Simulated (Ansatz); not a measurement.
Compare A (`CC(=O)OC1CCCCC1`) with its isomer B (`CCCC(C(C)=O)C(C)=O`).

Program: Ansatz. Geometries: PBE0-D4/def2-TZVP. ΔE: electronic, gas phase. CBS: MP2 limit from def2 TZ/QZ plus the TZ coupled-cluster correction, frozen cores. Functionals use def2-TZVPP. B3LYP here is the variant with VWN-RPA as its local correlation; programs differ in this. Each species was taken in one conformer, which may not be the lowest.

A:

Z-matrix (Å, degrees):
```
C
C 1 1.499
H 1 1.092 2 109.9
H 1 1.092 2 109.9 3 117.8
H 1 1.087 2 109.6 3 -121.1
O 2 1.339 1 110.9 3 -59.4
O 2 1.202 1 125.1 3 120.3
C 6 1.438 2 116.8 1 179.8
C 8 1.511 6 107.8 2 -157.0
C 8 1.528 6 110.6 2 81.2
H 8 1.093 6 107.2 2 -38.7
C 9 1.533 8 109.9 6 172.9
H 9 1.092 8 110.0 6 50.6
H 9 1.095 8 108.6 6 -65.9
C 10 1.533 8 111.7 6 151.0
H 10 1.094 8 108.0 6 29.8
H 10 1.092 8 109.0 6 -86.2
C 12 1.535 9 112.3 8 32.8
H 12 1.094 9 109.8 8 -89.3
H 12 1.093 9 108.9 8 154.7
H 15 1.095 10 110.1 8 -88.9
H 15 1.092 10 109.9 8 154.4
H 18 1.096 12 110.0 9 -91.0
H 18 1.093 12 110.1 9 152.4
```

B:

```xyz
24

C     1.6523    1.0711    2.0275
C     1.0111    1.6980    0.7998
C    -0.3389    1.0975    0.4275
C    -0.2794   -0.3792    0.0543
C    -1.6656   -0.9396   -0.2589
C    -1.8807   -2.3793    0.0990
O    -2.5130   -0.2614   -0.7833
C     0.5824   -0.6724   -1.1750
C     0.4013    0.2176   -2.3702
O     1.3426   -1.6085   -1.1759
H     0.9784    1.1152    2.8882
H     1.9146    0.0238    1.8613
H     2.5712    1.5945    2.2995
H     0.8699    2.7694    0.9732
H     1.7029    1.6211   -0.0470
H    -1.0266    1.2049    1.2733
H    -0.7944    1.6537   -0.3942
H     0.1535   -0.9779    0.8581
H    -2.8195   -2.7399   -0.3171
H    -1.0407   -2.9843   -0.2534
H    -1.9018   -2.4775    1.1890
H     0.8586    1.1921   -2.1780
H    -0.6593    0.3966   -2.5617
H     0.8810   -0.2353   -3.2358
```

Task: Which is lower in electronic energy at CCSD(T)/CBS, and by how much? (Best estimate.)

Result: Computed: A, by 50.5 kJ/mol.

Task: Give E(B) − E(A) in kJ/mol with CCSD(T)/def2-SVP, ωB97M-V, CCSD/def2-TZVPP, PBE0-D4, B3LYP-D4, B2PLYP, BLYP-D4. (Estimate.)

Result: Computed: CCSD(T)/def2-SVP 46.5, ωB97M-V 51.7, CCSD/def2-TZVPP 51.1, PBE0-D4 58.6, B3LYP-D4 37.2, B2PLYP 42.8, BLYP-D4 22.4. None reverses the order clearly.

Largest T1 diagnostic: 0.013.

At CCSD(T), def2-SVP lies −4.0 kJ/mol from the extrapolated value and def2-TZVPP −2.1 kJ/mol. From BLYP to BHLYP (50 % exact exchange), in def2-TZVPP and without D4, E(B) − E(A) moves by +29.9 kJ/mol.
